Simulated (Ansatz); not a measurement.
Geometry optimisation of NiO4H8³⁺, that is [Ni(H2O)4]2+ with one electron fewer.

```yaml
crystal:
  periodic: [false, false, false]
  atoms:
    - {symbol: Ni, position_ang: [0.154374, -0.229355, -0.099394]}
    - {symbol: O, position_ang: [0.449638, -0.291975, 1.835910]}
    - {symbol: H, position_ang: [1.085989, 0.269450, 2.332765]}
    - {symbol: H, position_ang: [-0.166755, -0.679540, 2.496720]}
    - {symbol: O, position_ang: [1.836280, 0.536461, -0.806027]}
    - {symbol: H, position_ang: [1.915913, 1.448154, -1.163178]}
    - {symbol: H, position_ang: [2.745920, 0.168994, -0.747876]}
    - {symbol: O, position_ang: [-0.920565, 1.314539, -0.784047]}
    - {symbol: H, position_ang: [-1.417188, 1.949978, -0.223466]}
    - {symbol: H, position_ang: [-1.317537, 1.359126, -1.682098]}
    - {symbol: O, position_ang: [-1.186627, -1.664066, -0.372099]}
    - {symbol: H, position_ang: [-2.152376, -1.552175, -0.509381]}
    - {symbol: H, position_ang: [-1.027065, -2.629592, -0.277828]}
basis:
  gaussian: {orbitals: def2-SVP}
total_charge: 3
magnetization: {spin_polarized: true, initial_magnetization: 3}
hamiltonian: {xc: pbe, dispersion: d4}
scf: {lower_state_search: "off"}
output: {orbitals: {seedname: orbitals}}
relax: {f_tol: 0.02, max_steps: 100}
```

```sh
$ ansatz run in.yaml --threads 4 --pin off --events-out ev --progress --plain --max-ram 8704MiB
```

Output, abridged:

```
Functional definition: PBE
mean field -49300.04114183 eV, -1811.7430951943 hartree, gradient 2.6e-6 eV, S^2 3.752927; 0 other end points of the search recorded, 0 dependent functions left out
relax step   1: F+E_penalty+E_count = -49300.19297472 eV  Δ(F+E_penalty+E_count) = +0.000e0 eV  max|allowed force component| = 9.741e-1 eV/Å  Δτ_max = 0.0000 Å  (31 SCF iters, accepted)
mean field -49300.12370775 eV, -1811.7461294357 hartree, gradient 4.5e-6 eV, S^2 3.752899; 0 other end points of the search recorded, 0 dependent functions left out
relax step   2: F+E_penalty+E_count = -49300.27412855 eV  Δ(F+E_penalty+E_count) = -8.115e-2 eV  max|allowed force component| = 1.295e0 eV/Å  Δτ_max = 0.1949 Å  (34 SCF iters, accepted)
mean field -49300.20959891 eV, -1811.7492858778 hartree, gradient 2.4e-6 eV, S^2 3.752970; 0 other end points of the search recorded, 0 dependent functions left out
relax step   3: F+E_penalty+E_count = -49300.35965811 eV  Δ(F+E_penalty+E_count) = -8.553e-2 eV  max|allowed force component| = 1.012e0 eV/Å  Δτ_max = 0.1724 Å  (35 SCF iters, accepted)
mean field -49300.24648316 eV, -1811.7506413489 hartree, gradient 2.1e-6 eV, S^2 3.752955; 0 other end points of the search recorded, 0 dependent functions left out
relax step   4: F+E_penalty+E_count = -49300.39788386 eV  Δ(F+E_penalty+E_count) = -3.823e-2 eV  max|allowed force component| = 4.792e-1 eV/Å  Δτ_max = 0.2000 Å  (40 SCF iters, accepted)
mean field -49300.26911985 eV, -1811.7514732319 hartree, gradient 2.3e-6 eV, S^2 3.752975; 0 other end points of the search recorded, 0 dependent functions left out
relax step   5: F+E_penalty+E_count = -49300.42025772 eV  Δ(F+E_penalty+E_count) = -2.237e-2 eV  max|allowed force component| = 2.994e-1 eV/Å  Δτ_max = 0.1550 Å  (35 SCF iters, accepted)
mean field -49300.28721062 eV, -1811.7521380553 hartree, gradient 2.4e-6 eV, S^2 3.752972; 0 other end points of the search recorded, 0 dependent functions left out
relax step   6: F+E_penalty+E_count = -49300.43794052 eV  Δ(F+E_penalty+E_count) = -1.768e-2 eV  max|allowed force component| = 5.621e-2 eV/Å  Δτ_max = 0.2000 Å  (34 SCF iters, accepted)
mean field -49300.29539395 eV, -1811.7524387872 hartree, gradient 3.7e-6 eV, S^2 3.752983; 0 other end points of the search recorded, 0 dependent functions left out
relax step   7: F+E_penalty+E_count = -49300.44555312 eV  Δ(F+E_penalty+E_count) = -7.613e-3 eV  max|allowed force component| = 1.031e-1 eV/Å  Δτ_max = 0.2000 Å  (35 SCF iters, accepted)
mean field -49300.30125923 eV, -1811.7526543324 hartree, gradient 1.2e-6 eV, S^2 3.753001; 0 other end points of the search recorded, 0 dependent functions left out
relax step   8: F+E_penalty+E_count = -49300.45091230 eV  Δ(F+E_penalty+E_count) = -5.359e-3 eV  max|allowed force component| = 4.338e-1 eV/Å  Δτ_max = 0.1613 Å  (35 SCF iters, accepted)
mean field -49300.31731247 eV, -1811.7532442779 hartree, gradient 1.2e-6 eV, S^2 3.753014; 0 other end points of the search recorded, 0 dependent functions left out
relax step   9: F+E_penalty+E_count = -49300.46720377 eV  Δ(F+E_penalty+E_count) = -1.629e-2 eV  max|allowed force component| = 7.170e-1 eV/Å  Δτ_max = 0.0890 Å  (33 SCF iters, accepted)
mean field -49300.33579819 eV, -1811.7539236156 hartree, gradient 2.3e-6 eV, S^2 3.753041; 0 other end points of the search recorded, 0 dependent functions left out
relax step  10: F+E_penalty+E_count = -49300.48605122 eV  Δ(F+E_penalty+E_count) = -1.885e-2 eV  max|allowed force component| = 4.937e-1 eV/Å  Δτ_max = 0.1064 Å  (30 SCF iters, accepted)
mean field -49300.34969136 eV, -1811.7544341801 hartree, gradient 2.5e-6 eV, S^2 3.753091; 0 other end points of the search recorded, 0 dependent functions left out
relax step  11: F+E_penalty+E_count = -49300.49980222 eV  Δ(F+E_penalty+E_count) = -1.375e-2 eV  max|allowed force component| = 1.174e-1 eV/Å  Δτ_max = 0.2000 Å  (37 SCF iters, accepted)
mean field -49300.36323660 eV, -1811.7549319588 hartree, gradient 1.7e-6 eV, S^2 3.753057; 0 other end points of the search recorded, 0 dependent functions left out
relax step  12: F+E_penalty+E_count = -49300.51371553 eV  Δ(F+E_penalty+E_count) = -1.391e-2 eV  max|allowed force component| = 2.069e-2 eV/Å  Δτ_max = 0.1358 Å  (33 SCF iters, accepted)
mean field -49300.36419811 eV, -1811.7549672933 hartree, gradient 2.6e-6 eV, S^2 3.753068; 0 other end points of the search recorded, 0 dependent functions left out
relax step  13: F+E_penalty+E_count = -49300.51473805 eV  Δ(F+E_penalty+E_count) = -1.023e-3 eV  max|allowed force component| = 1.349e-2 eV/Å  Δτ_max = 0.0479 Å  (26 SCF iters, accepted)
Total energy: -49300.51479555 eV, -1811.7605016473 hartree
Atom 0 at     0.000421     0.000140     0.000949 Å, force    -0.004484    -0.003791    -0.003255 eV/Å
Atom 1 at     0.424696    -0.079984     1.908647 Å, force     0.004532     0.004769    -0.009734 eV/Å
Atom 2 at     1.164811     0.386313     2.395588 Å, force    -0.004085    -0.000801     0.002150 eV/Å
Atom 3 at    -0.197150    -0.430697     2.611701 Å, force    -0.002683    -0.001455     0.009587 eV/Å
Atom 4 at     1.806561     0.264982    -0.700931 Å, force    -0.003192     0.007439     0.006979 eV/Å
Atom 5 at     2.009085     0.584637    -1.628712 Å, force     0.009099    -0.002046    -0.006292 eV/Å
Atom 6 at     2.672610    -0.064893    -0.321909 Å, force    -0.006307    -0.002853    -0.004444 eV/Å
Atom 7 at    -1.289409     1.378512    -0.513442 Å, force     0.012132    -0.013494     0.005827 eV/Å
Atom 8 at    -1.304619     2.306480    -0.135877 Å, force    -0.004982     0.011011    -0.002578 eV/Å
Atom 9 at    -1.894519     1.388786    -1.310891 Å, force    -0.003223     0.004074     0.002589 eV/Å
Atom 10 at    -0.942878    -1.565746    -0.695118 Å, force     0.004211     0.011530     0.005543 eV/Å
Atom 11 at    -1.931376    -1.707629    -0.765342 Å, force     0.001081    -0.004671    -0.003115 eV/Å
Atom 12 at    -0.518233    -2.460903    -0.844660 Å, force    -0.002097    -0.009711    -0.003255 eV/Å
Dipole moment:     0.001231     0.002150     0.000966 e Å
Checks for a lower state left out: stability, starts, cluster_reference, orbital_swaps, neighbouring_geometries, increment
```

Run time 27 s (4 threads of Intel Xeon Platinum 8259CL on a shared host).
